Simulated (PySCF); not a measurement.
# RbSi⁺ from Hartree–Fock to correlated methods

State: ³Π (triplet), unpaired electrons σ ↑, π ↑. Set-up: basis Rb def2-SVPD with ECP28, Si def2-SVPD; scalar-relativistic core potentials; PySCF 2.14. De refers to Rb⁺ + Si in their high-spin ground configurations, without counterpoise correction. The functionals are run spin-unrestricted. A positive dipole points towards Si; it is taken about the centre of mass and depends on that origin.

```tsv
Level	Re (Å)	ωe (cm⁻¹)	De (eV)	μ (D)
UHF	4.029	69.6	0.231	-3.01
UHF-MP2	3.907	77.1	0.272	n/a
UHF-SCS-MP2	3.927	75.7	0.263	n/a
UHF-CCSD	3.916	76.4	0.265	n/a
UHF-CCSD(T)	3.911	76.7	0.268	n/a
PBE	3.855	78.0	0.321	-2.31
PW91	3.845	78.9	0.333	-2.26
TPSS	3.892	75.9	0.288	-2.50
r²SCAN	3.896	76.3	0.273	-2.62
PBE0	3.850	78.6	0.295	-2.48
M06-2X	3.745	91.8	0.342	-2.31
```

Problem. Which functional lies closest to UHF-CCSD(T) in De, which farthest, and by how much do they differ from it?

Solution. Closest is r²SCAN (-1.5 pm in Re, -0.5 % in ωe, +0.01 eV in De against UHF-CCSD(T) in the same basis), farthest M06-2X (-16.6 pm in Re, +19.7 % in ωe, +0.07 eV in De). CCSD(T) converges more slowly with the basis than the functionals do and binds too weakly in this one, so the order can change at the basis-set limit.

Problem. What does a quarter of exact exchange do here, going from PBE to PBE0?

Solution. PBE0 less PBE: -0.5 pm in Re, +0.8 % in ωe, -0.03 eV in De. Exact exchange removes part of the self-interaction that spreads semilocal densities, and in most molecules shortens and stiffens the bond and lowers De; so it does here.

Problem. What does the step from GGA to meta-GGA do here, going from PBE to r²SCAN?

Solution. r²SCAN less PBE: +4.1 pm in Re, -2.2 % in ωe, -0.05 eV in De. 

Correlated steps freeze 5 core orbitals. The bond is weak. Basis-set superposition, not corrected here, can be much of De in a small basis, most of all at correlated wavefunction levels. Spin–orbit coupling is left out. For an ion De counts to the pair picked by the measured ionisation energies or electron affinities, which need not be the lowest pair at this level. The state was picked by a PBE0 search and need not be the measured ground state.
